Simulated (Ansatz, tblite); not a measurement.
Cost and result up the ladder for `CN(C)c1cc2cc3sc(-c4cc5cc6sc(-c7cc8cc9sc(C#N)cc9cc8s7)cc6cc5s4)cc3cc2s1` (59 atoms). Total charge 0; singlet. Geometry: PBE-D4/def2-SVP.

```xyz
59

C     5.174    9.699    6.074
N     3.993    8.949    6.454
C     3.042    9.560    7.361
C     3.549    7.913    5.671
C     2.323    7.262    5.715
C     2.222    6.184    4.776
C     1.140    5.306    4.546
C     1.274    4.333    3.552
S     0.066    3.148    3.090
C     1.134    2.470    1.851
C     0.681    1.368    1.040
C    -0.525    0.687    1.104
C    -0.649   -0.360    0.138
C    -1.730   -1.243   -0.077
C    -1.614   -2.190   -1.096
S    -2.816   -3.384   -1.548
C    -1.774   -4.017   -2.829
C    -2.229   -5.114   -3.647
C    -3.433   -5.798   -3.579
C    -3.558   -6.842   -4.549
C    -4.636   -7.726   -4.761
C    -4.520   -8.672   -5.783
S    -5.722   -9.867   -6.226
C    -4.675  -10.488   -7.506
C    -5.111  -11.566   -8.314
N    -5.480  -12.463   -8.981
C    -3.469   -9.812   -7.585
C    -3.349   -8.769   -6.614
C    -2.268   -7.882   -6.402
C    -2.385   -6.939   -5.383
S    -1.187   -5.741   -4.931
C    -0.568   -3.337   -2.894
C    -0.442   -2.293   -1.925
C     0.641   -1.410   -1.709
C     0.524   -0.464   -0.691
S     1.725    0.733   -0.240
C     2.351    3.131    1.809
C     2.465    4.193    2.760
C     3.552    5.068    2.992
C     3.414    6.036    3.983
S     4.624    7.235    4.430
H     5.981    9.005    5.759
H     4.990   10.417    5.238
H     5.547   10.267    6.948
H     2.224   10.101    6.828
H     3.570   10.280    8.014
H     2.575    8.789    8.009
H     1.509    7.544    6.393
H     0.219    5.395    5.140
H    -1.307    0.934    1.836
H    -2.633   -1.178    0.547
H    -4.213   -5.555   -2.845
H    -5.537   -7.665   -4.133
H    -2.696  -10.064   -8.323
H    -1.368   -7.944   -7.030
H     0.215   -3.583   -3.626
H     1.544   -1.475   -2.333
H     3.152    2.858    1.106
H     4.474    4.978    2.399
```

Ansatz on 2 threads of AMD EPYC 7R13 on a shared host and a share (18 GiB) of an NVIDIA H100 80GB HBM3; xTB runs through tblite on one thread. Times are rough, summed over both states, and most runs start from the orbitals of an earlier one. PBE0-D4/def2-SVP serves as the yardstick here, not as an exact answer. The other state is a triplet.

The xTB rows come from tblite. Single mean-field runs in def2-SVP are fitted with def2-universal-jkfit.

xTB has no spin-polarisation term.

| level | functions | vertical triplet (eV) | difference from PBE0-D4/def2-SVP (eV) |
| --- | --- | --- | --- |
| GFN1-xTB | 230 | 1.61 | -0.34 |
| PBE0-D4/def2-SVP | 688 | 1.95 | 0.00 |
| PBE-D4/def2-SVP (with forces) | 688 | 1.59 | -0.36 |
| GFN2-xTB | 212 | 1.57 | -0.38 |

Problem. Estimate how long each takes.

Solution. GFN2-xTB 0.68 s; GFN1-xTB 0.79 s; PBE-D4/def2-SVP (with forces) 19 s; PBE0-D4/def2-SVP 24 s. On shared hardware such times vary by a factor of up to 3.
